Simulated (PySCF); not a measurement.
3-chloro-1H-silole (C4H5ClSi), SMILES C1(Cl)=C[SiH2]C=C1. Atoms are numbered in the order given.

```xyz
11

Cl     0.1193    -2.3493     0.0000
C      0.0597    -0.6045     0.0000
C      1.1454     0.1959     0.0000
Si     0.4874     1.9538     0.0000
C     -1.3053     1.3765     0.0000
C     -1.2883     0.0275     0.0000
H      2.1626    -0.1952     0.0000
H      0.8641     2.7389    -1.2110
H      0.8641     2.7389     1.2110
H     -2.2368     1.9458     0.0000
H     -2.1734    -0.6154     0.0000
```

Geometry: B3LYP-D3(BJ)/def2-SVP.

The numbers are results of PySCF with CAM-B3LYP/def2-TZVP, not measurements.

Atomic charges (e):

```csv
atom,IAO,Löwdin,Mulliken
Cl1,-0.04,0.38,-0.09
C2,0.01,-0.45,0.11
C3,-0.47,-0.25,-0.30
Si4,0.82,0.35,0.34
C5,-0.43,-0.23,-0.27
C6,-0.13,-0.16,-0.14
H7,0.17,0.14,0.15
H8,-0.12,-0.03,-0.04
H9,-0.12,-0.03,-0.04
H10,0.16,0.14,0.14
H11,0.16,0.14,0.14
```

Computed Mayer and Wiberg (Löwdin basis) orders of the bonds:
```
bond    Mayer  Wiberg
------  -----  ------
Cl1–C2   1.08    1.65
C2–C3    1.78    1.96
C3–Si4   0.96    1.07
Si4–C5   0.96    1.07
C2–C6    1.00    1.20
C5–C6    1.87    2.01
C3–H7    0.95    0.86
Si4–H8   0.95    0.92
Si4–H9   0.95    0.92
C5–H10   0.95    0.86
C6–H11   0.95    0.84
```
